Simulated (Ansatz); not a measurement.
Species: sum formula HPO, net charge 0, singlet state. 
Structure (B3LYP-D3(BJ)/def2-TZVP (Ansatz, an electronic-structure program) minimum search):
```xyz
3

P     -0.0445    -0.0418    -0.4790
O     -0.0789     0.0248     1.0025
H      1.2993     0.4287    -0.8354
```
Charge 0, spin multiplicity 1.

Basis-set convergence of Hartree-Fock and CCSD(T) correlation energies (hartree) with Ansatz. Cores are frozen in the correlated levels unless marked. Spin-orbit coupling is left out. No relativistic terms.

The Hartree-Fock reference is unstable (checked in the largest basis), which strains HF and MP2. 

```tsv
basis	functions	E(HF)	E(corr, CCSD(T))
def2-SVP	37	-415.97076	-0.32868
def2-TZVPP	87	-416.20061	-0.41141
def2-QZVPP	157	-416.21533	-0.43931
```

Extrapolating the two largest sets (X = 3 and 4) as X^-3: E(corr) = (64·(-0.43931) - 27·(-0.41141))/37 = -0.4597 Eh, an estimate of the basis-set limit. The largest set recovers 95.6 % of it, the smallest 71.5 %.
